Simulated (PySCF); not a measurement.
SMILES N#C/C=C\c1ccco1 (GFN2-xTB optimised geometry):

```
14

N      1.144    -3.317    -0.001
C      0.125    -2.785    -0.001
C     -1.142    -2.186     0.000
C     -1.369    -0.859     0.000
C     -0.385     0.178     0.000
C      0.995     0.178     0.000
C      1.390     1.529     0.000
C      0.236     2.259     0.000
O     -0.834     1.460     0.000
H     -1.971    -2.881     0.000
H     -2.391    -0.503     0.000
H      1.633    -0.681     0.000
H      2.391     1.907     0.000
H      0.060     3.317     0.000
```

Computed with PBE/def2-TZVP (PySCF 2.14.0).

### Question
What are the frontier orbital energies and the dipole moment?

### Answer
HOMO-2 -7.78 eV, HOMO-1 -7.40 eV, HOMO -5.75 eV, LUMO -2.89 eV, LUMO+1 -0.64 eV; dipole moment 3.87 D.

Meta-Löwdin charges at PBE/def2-TZVP: N1 -0.23, C2 0.10, C3 -0.18, C4 -0.09, C5 0.15, C6 -0.16, C7 -0.18, C8 0.04, O9 -0.20, H10 0.16, H11 0.15, H12 0.16, H13 0.14, H14 0.15.
